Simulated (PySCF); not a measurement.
C2H9FOSi2, SMILES C[C@H]([SiH3])[Si@H](O)F.

Coordinates come from a B3LYP-D3(BJ)/def2-SVP optimisation. The structure was generated by enumeration; whether it is a known compound was not checked. One conformer was computed; it need not be the lowest.

Method: PySCF with B3LYP-D3(BJ)/def2-SVP.

Frequencies are harmonic and unscaled.

Q: List the normal modes with their intensities. (The exact figures need the calculation; the answer reports its results.)

A: 
```json
[
 {"mode": "1", "ν (cm⁻¹)": "26", "IR (km/mol)": "0.3", "moving atoms (share of kinetic energy)": "O 26 %, F 24 %, C 17 %, H 17 %, Si 16 %"},
 {"mode": "2", "ν (cm⁻¹)": "103", "IR (km/mol)": "0.2", "moving atoms (share of kinetic energy)": "F 29 %, H 27 %, Si 25 %, O 10 %, C 9 %"},
 {"mode": "3", "ν (cm⁻¹)": "148", "IR (km/mol)": "0.3", "moving atoms (share of kinetic energy)": "H 78 %, F 9 %"},
 {"mode": "4", "ν (cm⁻¹)": "197", "IR (km/mol)": "6.1", "moving atoms (share of kinetic energy)": "H 44 %, O 19 %, C 16 %, Si 14 %"},
 {"mode": "5", "ν (cm⁻¹)": "199", "IR (km/mol)": "1.2", "moving atoms (share of kinetic energy)": "H 70 %, C 15 %"},
 {"mode": "6", "ν (cm⁻¹)": "219", "IR (km/mol)": "5.3", "moving atoms (share of kinetic energy)": "H 49 %, C 26 %, Si 16 %"},
 {"mode": "7", "ν (cm⁻¹)": "246", "IR (km/mol)": "47.0", "moving atoms (share of kinetic energy)": "H 54 %, Si 19 %, F 14 %, C 8 %"},
 {"mode": "8", "ν (cm⁻¹)": "281", "IR (km/mol)": "8.2", "moving atoms (share of kinetic energy)": "Si 35 %, H 25 %, O 16 %, C 15 %, F 9 %"},
 {"mode": "9", "ν (cm⁻¹)": "323", "IR (km/mol)": "69.5", "moving atoms (share of kinetic energy)": "H 42 %, C 20 %, O 16 %, F 16 %"},
 {"mode": "10", "ν (cm⁻¹)": "385", "IR (km/mol)": "29.8", "moving atoms (share of kinetic energy)": "Si 29 %, O 22 %, F 22 %, C 14 %, H 13 %"},
 {"mode": "11", "ν (cm⁻¹)": "536", "IR (km/mol)": "2.1", "moving atoms (share of kinetic energy)": "H 50 %, Si 31 %, C 18 %"},
 {"mode": "12", "ν (cm⁻¹)": "638", "IR (km/mol)": "15.8", "moving atoms (share of kinetic energy)": "H 75 %, Si 15 %, C 9 %"},
 {"mode": "13", "ν (cm⁻¹)": "686", "IR (km/mol)": "58.3", "moving atoms (share of kinetic energy)": "H 63 %, C 24 %, Si 12 %"},
 {"mode": "14", "ν (cm⁻¹)": "754", "IR (km/mol)": "220.2", "moving atoms (share of kinetic energy)": "H 74 %, C 16 %"},
 {"mode": "15", "ν (cm⁻¹)": "786", "IR (km/mol)": "46.8", "moving atoms (share of kinetic energy)": "H 40 %, C 34 %, Si 14 %"},
 {"mode": "16", "ν (cm⁻¹)": "825", "IR (km/mol)": "48.2", "moving atoms (share of kinetic energy)": "H 38 %, F 25 %, O 20 %, Si 13 %"},
 {"mode": "17", "ν (cm⁻¹)": "856", "IR (km/mol)": "5.6", "moving atoms (share of kinetic energy)": "H 70 %, O 19 %"},
 {"mode": "18", "ν (cm⁻¹)": "892", "IR (km/mol)": "178.7", "moving atoms (share of kinetic energy)": "H 59 %, Si 25 %, F 10 %"},
 {"mode": "19", "ν (cm⁻¹)": "944", "IR (km/mol)": "191.4", "moving atoms (share of kinetic energy)": "H 85 %, Si 12 %"},
 {"mode": "20", "ν (cm⁻¹)": "947", "IR (km/mol)": "180.2", "moving atoms (share of kinetic energy)": "H 56 %, Si 25 %, O 11 %"},
 {"mode": "21", "ν (cm⁻¹)": "955", "IR (km/mol)": "73.1", "moving atoms (share of kinetic energy)": "H 75 %, Si 14 %"},
 {"mode": "22", "ν (cm⁻¹)": "958", "IR (km/mol)": "65.4", "moving atoms (share of kinetic energy)": "H 93 %"},
 {"mode": "23", "ν (cm⁻¹)": "977", "IR (km/mol)": "18.0", "moving atoms (share of kinetic energy)": "H 73 %, C 20 %"},
 {"mode": "24", "ν (cm⁻¹)": "1019", "IR (km/mol)": "57.6", "moving atoms (share of kinetic energy)": "H 86 %, C 8 %"},
 {"mode": "25", "ν (cm⁻¹)": "1044", "IR (km/mol)": "44.7", "moving atoms (share of kinetic energy)": "C 75 %, H 24 %"},
 {"mode": "26", "ν (cm⁻¹)": "1142", "IR (km/mol)": "48.5", "moving atoms (share of kinetic energy)": "H 53 %, C 44 %"},
 {"mode": "27", "ν (cm⁻¹)": "1265", "IR (km/mol)": "6.9", "moving atoms (share of kinetic energy)": "H 71 %, C 28 %"},
 {"mode": "28", "ν (cm⁻¹)": "1399", "IR (km/mol)": "0.8", "moving atoms (share of kinetic energy)": "H 83 %, C 16 %"},
 {"mode": "29", "ν (cm⁻¹)": "1474", "IR (km/mol)": "5.7", "moving atoms (share of kinetic energy)": "H 96 %"},
 {"mode": "30", "ν (cm⁻¹)": "1483", "IR (km/mol)": "8.1", "moving atoms (share of kinetic energy)": "H 97 %"},
 {"mode": "31", "ν (cm⁻¹)": "2210", "IR (km/mol)": "120.1", "moving atoms (share of kinetic energy)": "H 97 %"},
 {"mode": "32", "ν (cm⁻¹)": "2215", "IR (km/mol)": "74.2", "moving atoms (share of kinetic energy)": "H 97 %"},
 {"mode": "33", "ν (cm⁻¹)": "2242", "IR (km/mol)": "88.3", "moving atoms (share of kinetic energy)": "H 97 %"},
 {"mode": "34", "ν (cm⁻¹)": "2246", "IR (km/mol)": "158.8", "moving atoms (share of kinetic energy)": "H 97 %"},
 {"mode": "35", "ν (cm⁻¹)": "3021", "IR (km/mol)": "27.7", "moving atoms (share of kinetic energy)": "H 97 %"},
 {"mode": "36", "ν (cm⁻¹)": "3029", "IR (km/mol)": "2.6", "moving atoms (share of kinetic energy)": "H 92 %"},
 {"mode": "37", "ν (cm⁻¹)": "3098", "IR (km/mol)": "15.8", "moving atoms (share of kinetic energy)": "H 91 %, C 9 %"},
 {"mode": "38", "ν (cm⁻¹)": "3101", "IR (km/mol)": "15.9", "moving atoms (share of kinetic energy)": "H 90 %, C 10 %"},
 {"mode": "39", "ν (cm⁻¹)": "3874", "IR (km/mol)": "103.7", "moving atoms (share of kinetic energy)": "H 94 %"}
]
```
